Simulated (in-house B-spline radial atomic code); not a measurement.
# How G0W0 and RPA depend on the start: Al6+

Configuration [He] 2s2 2p3, highest spin. Computed with a B-spline radial code for spherical atoms: all electrons, scalar-relativistic (spin-free one-electron X2C), finite nucleus, each spin shell either full or empty, empty states to l = 9 with an (l + 1/2)⁻⁴ tail; G0W0 by contour deformation at full frequency.

| start | mean-field 2p up (eV) | G0W0 (eV) | QP weight | RPA correlation (Eh) |
| --- | --- | --- | --- | --- |
| Hartree-Fock | -243.55 | -242.61 | 0.984 | -0.33935 |
| LDA VWN5 | -221.43 | ? | ? | ? |
| PBE | -221.62 | -241.68 | 0.965 | -0.38874 |
| PBE0 | -227.32 | -242.01 | 0.973 | -0.37328 |
| r2SCAN | -224.08 | ? | ? | ? |
| HSE06 | -226.83 | -241.99 | 0.973 | -0.37443 |
| B3LYP (VWN-RPA) | -226.30 | -241.93 | 0.972 | -0.37632 |
| SCAN | -224.24 | -241.82 | 0.970 | -0.38016 |
| TPSS | -222.21 | -241.72 | 0.967 | -0.38477 |
| BHandHLYP | -232.93 | -242.23 | 0.978 | -0.36062 |
| CAM-B3LYP | -228.29 | -242.05 | 0.974 | -0.37086 |
| LC-wPBE | -227.57 | -242.09 | 0.974 | -0.37166 |
| wB97X | -228.78 | -242.04 | 0.976 | -0.36747 |
| PBEsol | -221.36 | -241.75 | 0.965 | -0.38855 |
| BLYP | -221.60 | -241.63 | 0.965 | -0.38894 |
| r2SCAN0 | -229.12 | -242.10 | 0.975 | -0.36796 |
| LDA exchange-only | -219.81 | -241.86 | 0.963 | -0.38874 |

Question: What G0W0 level, weight and RPA correlation energy follow from the r2SCAN start?

Answer: G0W0 level -241.85 eV, weight 0.970, RPA correlation -0.38022 hartree.

Question: What G0W0 level, weight and RPA correlation energy follow from the LDA VWN5 start?

Answer: G0W0 level -241.82 eV, weight 0.964, RPA correlation -0.38909 hartree.

Question: How much of the dependence on the start does G0W0 remove?

Answer: The mean-field levels span 23.7 eV and the G0W0 levels 0.984 eV. Against 241.76 ± 0.09 eV (NIST, semi-empirical) the G0W0 removal energies are off by -0.13 to +0.85 eV, with spin-orbit coupling, Breit and QED terms left out.
